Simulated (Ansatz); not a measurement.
One change: `[Cl][Sn]([Cl])([Cl])[SeH]` becomes `[Cl][Ge]([Cl])([Cl])[SeH]`.

Ansatz, PBE0-D4/def2-TZVP geometries, multiplicity 1. Each molecule was computed in one conformer, which needn't be the lowest.

Elements past krypton have def2 core potentials. Scalar relativity is left out up to krypton. Spin–orbit coupling is left out; it splits and shifts lone-pair levels of the heavy atoms by tenths of an eV.

| property | `[Cl][Sn]([Cl])([Cl])[SeH]` |
| --- | --- |
| HOMO–LUMO gap (PBE/def2-TZVPP) / eV | 3.08 |
| HOMO–LUMO gap (PBE0/def2-TZVPP) / eV | 5.12 |
| HOMO energy (ωB97M-V/def2-TZVPP) / eV | -10.23 |
| size of the dipole moment (PBE/def2-TZVPP) / D | 2.03 |
| LUMO energy (PBE/def2-TZVPP) / eV | -3.77 |
| ideal-gas entropy at 298 K and 1 bar (rigid rotor, harmonic PBE0-D4/def2-TZVP) / J/(mol·K) | 422 |

(1) Give the same properties after the change, and the shifts. (Best estimate.)

Results:

(1) Computed: 
```
                                                                                  property  `[Cl][Ge]([Cl])([Cl])[SeH]`  shift
                                                       HOMO–LUMO gap (PBE/def2-TZVPP) / eV                         3.64   0.56
                                                      HOMO–LUMO gap (PBE0/def2-TZVPP) / eV                         5.75   0.63
                                                     HOMO energy (ωB97M-V/def2-TZVPP) / eV                       -10.08   0.15
                                            size of the dipole moment (PBE/def2-TZVPP) / D                         1.56  -0.47
                                                         LUMO energy (PBE/def2-TZVPP) / eV                        -3.06   0.71
ideal-gas entropy at 298 K and 1 bar (rigid rotor, harmonic PBE0-D4/def2-TZVP) / J/(mol·K)                          399    -23
```

With PBE0 the HOMO rises by 0.15 eV and the LUMO rises by 0.78 eV, so the gap widens by about 0.63 eV. PBE moves the HOMO by 0.16 eV and ωB97M-V by 0.15 eV. Dipoles are sizes alone; their direction can turn. Modes under 60 cm⁻¹, often nearly free rotors, make the harmonic entropy too high.
